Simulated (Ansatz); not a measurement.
A CCSD(T) single point on C2H10AlBSi (`B[SiH2][CH2][AlH][CH3]`).

```yaml
crystal:
  periodic: [false, false, false]
  atoms:
    - {symbol: B, position_ang: [-0.114307, 1.833418, 0.531028]}
    - {symbol: Si, position_ang: [-1.280897, 0.286933, 1.078913]}
    - {symbol: C, position_ang: [-0.265110, -1.287593, 1.087138]}
    - {symbol: Al, position_ang: [0.481287, -1.511090, -0.699813]}
    - {symbol: C, position_ang: [1.074511, 0.108266, -1.628105]}
    - {symbol: H, position_ang: [0.942829, 1.986459, 1.077158]}
    - {symbol: H, position_ang: [-0.438722, 2.668431, -0.260871]}
    - {symbol: H, position_ang: [-2.445777, 0.104543, 0.159116]}
    - {symbol: H, position_ang: [-1.854028, 0.626842, 2.420559]}
    - {symbol: H, position_ang: [-0.837083, -2.153138, 1.430465]}
    - {symbol: H, position_ang: [0.567345, -1.135165, 1.787649]}
    - {symbol: H, position_ang: [0.559572, -2.919501, -1.433582]}
    - {symbol: H, position_ang: [1.261753, 0.971890, -0.972339]}
    - {symbol: H, position_ang: [2.003198, -0.052389, -2.185462]}
    - {symbol: H, position_ang: [0.323531, 0.421394, -2.362454]}
basis:
  gaussian: {orbitals: def2-TZVPP}
correlation: {method: ccsd_t}
```

```sh
$ ansatz run in.yaml --threads 4 --pin off --events-out ev --progress --plain --max-ram 10444MiB
```

Log, shortened:

```
Functional definition: HF
1806 factors; integrals over basis functions are off by at most 1.1e-3 eV
mean field evaluation 1: about -17332.1961 eV, gradient 3.8e1 eV
mean field evaluation 2: about -17332.3820 eV, gradient 3.8e1 eV
mean field evaluation 4: about -17336.7402 eV, gradient 4.0e0 eV
mean field evaluation 8: about -17336.8155 eV, gradient 2.1e-1 eV
mean field -17336.81573317 eV, -637.1162268782 hartree, gradient 7.0e-6 eV, S^2 0.000000; 0 other end points of the search recorded, 0 dependent functions left out
13 core orbitals not correlated: weight in the atoms' cores, before any rotation towards them, 1.000 or more for the frozen orbitals, at most 0.000 for the correlated occupied ones
reference -17336.81573317 eV, -637.1162268782 hartree; 14, 14 occupied and 290, 290 virtual orbitals, 1806 factors
second order -18.14986525 eV of doubles, -0.00000000 eV of singles
cycle   1  -19.47497241 eV  change    -1.3e0 eV  update   9.6e-2
cycle   2  -20.04594335 eV  change   -5.7e-1 eV  update   3.0e-2
cycle   3  -20.11080663 eV  change   -6.5e-2 eV  update   1.1e-2
cycle   4  -20.10509313 eV  change    5.7e-3 eV  update   3.4e-3
cycle   5  -20.10408376 eV  change    1.0e-3 eV  update   1.5e-3
cycle   6  -20.10385075 eV  change    2.3e-4 eV  update   5.5e-4
cycle   7  -20.10379703 eV  change    5.4e-5 eV  update   2.3e-4
cycle   8  -20.10387735 eV  change   -8.0e-5 eV  update   9.2e-5
cycle   9  -20.10388689 eV  change   -9.5e-6 eV  update   3.0e-5
perturbative correction -0.75512310 eV, -0.0277502623 hartree
Total energy: -17357.67474317 eV, -637.8827813569 hartree
```

Hardware: 4 threads of an Arm Neoverse V1 on a shared host. Wall time 20 min, peak host memory 4.3 GiB.

Correlation energy per correlated electron: -0.745 eV. T1 diagnostic: 0.0111.
